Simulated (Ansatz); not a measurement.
Two structures of GeSi2H9O, doublet, reached by relaxing down either side of one saddle point (PBE0-D4/def2-TZVP). Energies are electronic, without zero-point energy. Computed with Ansatz 0.2.0 (basis: def2-TZVPP and def2-QZVPP); correlated methods freeze the cores; orbitals are unrestricted. Filled d shells of the heavier atoms are correlated. The def2 sets are not built for correlating such inner shells, so the correlated values are less sure here. Extrapolation: Hartree–Fock as exp(−7.88 √X), correlation as X^−2.97. First:

```tsv
atom	x (Å)	y (Å)	z (Å)
H1	1.2469	-0.5221	-1.7713
Si2	0.9128	-1.5548	-0.7543
O3	1.0967	-0.9557	0.7555
Si4	0.4472	0.0132	1.9007
Ge5	-1.2955	1.4586	-1.0863
H6	-0.4855	-2.0123	-0.9700
H7	1.8405	-2.7033	-0.9010
H8	1.1234	-0.2900	3.1860
H9	-1.0124	-0.2378	2.0335
H10	0.6634	1.4447	1.5590
H11	-1.9691	0.7927	-2.2984
H12	-0.2378	2.4867	-1.5206
H13	-2.3304	2.0801	-0.1328
```

Second:

```
13
angstrom
H -0.4119 0.3314 -1.3503
Si 1.2705 -1.9336 -0.6181
O 1.3094 -1.1276 0.8066
Si 0.5265 -0.0988 1.8110
Ge -1.2555 1.6176 -1.3936
H -0.0685 -2.5684 -0.8078
H 2.3367 -2.9741 -0.5771
H 1.1153 -0.2388 3.1645
H -0.9229 -0.4243 1.8544
H 0.6962 1.2998 1.3378
H -2.0854 1.6296 -2.6842
H -0.3208 2.8330 -1.3658
H -2.1895 1.6542 -0.1774
```

(1) Which bonds change from the first to the second?

(2) Give the saddle point's structure and its height above each. (An estimate is asked for; the value comes from the calculation.)

The T1 diagnostic stays at or below 0.014. ⟨S²⟩ of the unrestricted Hartree–Fock references: 0.75 to 0.78 (a pure state has 0.75).

Answers

(1) Si₂H₆O ([SiH3][O][SiH3]) + GeH₃ → Si₂H₅O ([SiH2][O][SiH3]) + GeH₄; bonds formed: H1–Ge5; bonds broken: H1–Si2.

(2) The calculation gives: 14.88 kcal/mol above the first and 7.18 kcal/mol above the second (CCSD(T) at an estimated basis limit (MP2 extrapolated from triple and quadruple zeta, plus CCSD(T) − MP2 in triple zeta)).
| atom | x (Å) | y (Å) | z (Å) |
| --- | --- | --- | --- |
| H1 | -0.1557 | -0.0785 | -1.3734 |
| Si2 | 0.7640 | -1.5805 | -0.7201 |
| O3 | 0.9663 | -1.0460 | 0.8137 |
| Si4 | 0.4494 | -0.0866 | 2.0319 |
| Ge5 | -1.0330 | 1.3959 | -1.4702 |
| H6 | -0.1171 | -2.7835 | -0.7136 |
| H7 | 2.1066 | -1.9207 | -1.2702 |
| H8 | 1.2694 | -0.3796 | 3.2321 |
| H9 | -0.9835 | -0.3497 | 2.3273 |
| H10 | 0.6102 | 1.3429 | 1.6547 |
| H11 | -1.8598 | 1.3873 | -2.7690 |
| H12 | -0.0427 | 2.5739 | -1.4856 |
| H13 | -1.9739 | 1.5251 | -0.2575 |

Radical steps of this kind take place in plasma deposition and etching.

Labels in which every atom is bracketed show which atoms are joined, not bond orders.

For scale, one of the runs: CCSD(T)/def2-TZVPP, 289 basis functions, launched by `ansatz run in.yaml --threads 4 --pin off --events-out ev --progress --plain --max-ram 66560MiB --backend cuda --devices 0, --max-vram 37GiB`. The run took 21 s on 4 CPU threads of an AMD EPYC 7R13 and a share of one NVIDIA H100 (shared host), with 0.88 GiB of host memory at its peak.
